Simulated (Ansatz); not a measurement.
Start from `[AlH2][N]1[CH2][AlH]1` and change one atom or group to get `[SiH3][SiH2][N]1[CH2][AlH]1`.

Ansatz, PBE0-D4/def2-TZVP geometries, multiplicity 1. Each molecule was computed in one conformer, which needn't be the lowest.

```tsv
property	`[AlH2][N]1[CH2][AlH]1`
HOMO–LUMO gap (ωB97M-V/def2-TZVPP) / eV	9.10
LUMO energy (PBE/def2-TZVPP) / eV	-1.98
HOMO energy (ωB97M-V/def2-TZVPP) / eV	-8.70
HOMO energy (B3LYP/def2-TZVPP) / eV	-6.33
HOMO–LUMO gap (B3LYP/def2-TZVPP) / eV	4.92
HOMO–LUMO gap (PBE/def2-TZVPP) / eV	3.43
```

Q: Give the same properties after the change, and the shifts. (An estimate is asked.)

A: Computed: 
```tsv
property	`[SiH3][SiH2][N]1[CH2][AlH]1`	shift
HOMO–LUMO gap (ωB97M-V/def2-TZVPP) / eV	9.18	0.08
LUMO energy (PBE/def2-TZVPP) / eV	-1.92	0.06
HOMO energy (ωB97M-V/def2-TZVPP) / eV	-8.78	-0.08
HOMO energy (B3LYP/def2-TZVPP) / eV	-6.45	-0.12
HOMO–LUMO gap (B3LYP/def2-TZVPP) / eV	5.08	0.16
HOMO–LUMO gap (PBE/def2-TZVPP) / eV	3.61	0.18
```

B3LYP here is the variant with VWN-RPA as its local correlation; programs differ in this.
